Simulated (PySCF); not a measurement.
# CuF + HCl → CuCl + HF

Level: PBE0 in the def2-TZVPD basis family, all electrons, no relativity, computed in PySCF with density fitting; open shells unrestricted.

```json
{"species": "CuF", "state and structure": "singlet, C∞v, Cu–F 1.764 Å", "E (Eh)": "-1740.06601", "ZPE (kJ/mol)": "3.6", "H(298 K) − H(0) (kJ/mol)": "9.1", "S° (J/(mol K))": "226.6"}
{"species": "HCl", "state and structure": "singlet, C∞v, H–Cl 1.279 Å", "E (Eh)": "-460.66594", "ZPE (kJ/mol)": "17.9", "H(298 K) − H(0) (kJ/mol)": "8.7", "S° (J/(mol K))": "186.6"}
{"species": "CuCl", "state and structure": "singlet, C∞v, Cu–Cl 2.077 Å", "E (Eh)": "-2100.37611", "ZPE (kJ/mol)": "2.4", "H(298 K) − H(0) (kJ/mol)": "9.5", "S° (J/(mol K))": "237.3"}
{"species": "HF", "state and structure": "singlet, C∞v, H–F 0.921 Å", "E (Eh)": "-100.39485", "ZPE (kJ/mol)": "24.8", "H(298 K) − H(0) (kJ/mol)": "8.7", "S° (J/(mol K))": "173.7"}
```

Problem. What is the electronic reaction energy?

Solution. At PBE0/def2-TZVPD, ΔE = -102.4 kJ/mol from the differences of the total energies times 2625.5, downhill. 

Problem. Add zero-point, thermal and entropy terms for 298.15 K and 1 bar.

Solution. ΔZPE = 5.7 and Δ[H(298) − H(0)] = 0.4 kJ/mol give ΔH° = -96.3 kJ/mol. ΔS° = -2.2 J/(mol K), so ΔG° = -96.3 − 298.15 × (-0.0022) = -96 kJ/mol and log₁₀K = 16.8.

The structures come from searches over a few start shapes, so lower isomers are not excluded.
